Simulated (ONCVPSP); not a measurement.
# Ge: excitation energies, all-electron against ONCV

```
Element                 : germanium
Generator               : ONCVPSP 4.0.1
Type                    : optimised norm-conserving Vanderbilt (ONCV)
Functional              : PBE
Relativity              : fully relativistic
Frozen core             : [Ar]
Valence charge          : 14
Reference configuration : 3d10 4s2 4p2
Partial waves           : 4s: rc 1.65 bohr, ncon 4, nbas 9, qcut 4.5 1/bohr, 2 projectors, debl 1.3 Ha; 4p: rc 2.15 bohr, ncon 4, nbas 8, qcut 4.4 1/bohr, 1 projector; 3d: rc 1.05 bohr, ncon 3, nbas 8, qcut 14.6 1/bohr, 3 projectors, debl 3 Ha
Local potential         : polynomial inside 0.65 bohr (lpopt 5, dvloc0 0 Ha)
Core correction         : none
```

Open shells are filled in proportion to 2j + 1.

Energies are relative to the spin-unpolarised reference configuration 3d10 4s2 4p2; without spin polarisation the order of configurations can differ from experiment.

Question: Give the all-electron excitation energy and the error of the potential for: 3d10 4s2 4p1; 3d10 4s2 4p0; 3d10 4s1 4p0; 3d10 4s1 4p2.

Answer:

```
valence configuration  charge  ΔE all-electron (eV)  error AE − PS (meV)
         3d10 4s2 4p1      +1                 7.446                 +0.2
         3d10 4s2 4p0      +2                22.889                 +1.0
         3d10 4s1 4p0      +3                57.680                  +33
         3d10 4s1 4p2      +1                16.160                 +4.7
```

Levels in the configuration 3d10 4s1 4p2:

```
   level  all-electron (eV)  pseudo (eV)
3d j=5/2            -39.807      -39.747
3d j=3/2            -40.394      -40.333
4s j=1/2            -20.835      -20.823
4p j=3/2            -11.939      -11.936
4p j=1/2            -12.197      -12.194
```

Note: ghosts flagged at negative energy: s at -316.7 eV, p3/2 at -87.4 eV, p1/2 at -82.5 eV; no localised positive-energy state flagged. A true bound ghost makes a file unfit for plane-wave use.
